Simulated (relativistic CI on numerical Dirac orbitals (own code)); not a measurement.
## Line list: Forbidden lines, Rb X

Calculated at this level of theory: Dirac-Coulomb-Breit CI, separate exchange-only KLI orbitals for each configuration, QED by a radiative potential, unscaled Slater integrals (own radial code, finite nucleus).

CI space (outside the closed core [Ne]): 3s²3p⁶3d¹⁰, 3s²3p⁶3d⁹4s, 3s²3p⁶3d⁹4p, 3s²3p⁶3d⁸4s², 3s²3p⁶3d⁹4d, 3s²3p⁶3d⁸4s4p, 3s²3p⁶3d⁹5s, 3s²3p⁶3d⁸4p², 3s²3p⁶3d⁹4f, 3s²3p⁶3d⁹5p, 3s²3p⁶3d⁸4s4d, 3s²3p⁶3d⁹5d, 3s²3p⁶3d⁸4p4d, 3s²3p⁶3d⁹6s, 3s²3p⁶3d⁹5f, 3s²3p⁶3d⁹5g, 3s²3p⁵3d¹⁰4s, 3s²3p⁶3d⁹6p, 3s²3p⁶3d⁹6d, 3s²3p⁶3d⁸4d², 3s²3p⁵3d⁹4s², 3s²3p⁵3d¹⁰4p, 3s²3p⁵3d⁹4s4p, 3s²3p⁵3d⁹4p², 3s²3p⁵3d¹⁰4d, 3s²3p⁵3d⁹4s4d, 3s3p⁶3d¹⁰4s, 3s3p⁶3d⁹4s², 3s²3p⁵3d⁹4p4d, 3s²3p⁵3d¹⁰5s, 3s²3p⁵3d¹⁰4f, 3s²3p⁵3d¹⁰5p, 3s3p⁶3d¹⁰4p, 3s²3p⁵3d¹⁰5d, 3s²3p⁵3d¹⁰6s, 3s²3p⁵3d¹⁰5f. Levels of other configurations are missing.

| λ vac (nm) | Lower | Upper | Type | A (s⁻¹) | E lower (cm⁻¹) | E upper (cm⁻¹) |
| --- | --- | --- | --- | --- | --- | --- |
| 10.738 | 3s²3p⁶3d⁹4p ³F°4 [10] | 3s²3p⁶3d⁸4s4p ³H°6 [227] | E2 | 1.45e+06 | 1008316 | 1939546 |
| 11.277 | 3s²3p⁶3d⁹4p ³F°4 [10] | 3s²3p⁶3d⁸4s4p ³G°5 [194] | E2 | 1.23e+06 | 1008316 | 1895047 |
| 11.429 | 3s²3p⁶3d⁹4p ³F°4 [10] | 3s²3p⁶3d⁸4s4p ⁵F°5 [181] | E2 | 2.18e+05 | 1008316 | 1883250 |
| 11.517 | 3s²3p⁶3d⁹4p ³F°4 [10] | 3s²3p⁶3d⁸4s4p ⁵G°6 [176] | E2 | 7.79e+03 | 1008316 | 1876571 |
| 11.812 | 3s²3p⁶3d¹⁰ ¹S0 [1] | 3s²3p⁶3d⁹4s ¹D2 [5] | E2 | 1.44e+06 | 0 | 846628 |
| 11.997 | 3s²3p⁶3d¹⁰ ¹S0 [1] | 3s²3p⁶3d⁹4s ³D2 [3] | E2 | 5.85e+05 | 0 | 833545 |
| 1139.8 | 3s²3p⁶3d⁹4s ³D2 [3] | 3s²3p⁶3d⁹4s ³D1 [4] | M1 | 1.92e+01 | 833545 | 842319 |

Terms are leading LS components. Brackets give the number of a level in order of energy, since labels repeat. The list gives strong lines, with weight on those to low levels, among the lowest 400 of 2300 levels, so that lines to higher ones, which can be the strongest, are missing. Levels whose partners in the same complex of configurations lie outside the list can be far off, and so can their lines. Rates are taken at the computed energies, electric ones in the length gauge.

At this charge energies of transitions that change n are usually good to better than 1 %, and those within a shell (Δn = 0) to a few per cent.

LS names give the leading component of a level, which can be under half, so a name can repeat, a term be missing and a line seem to break the LS rules.
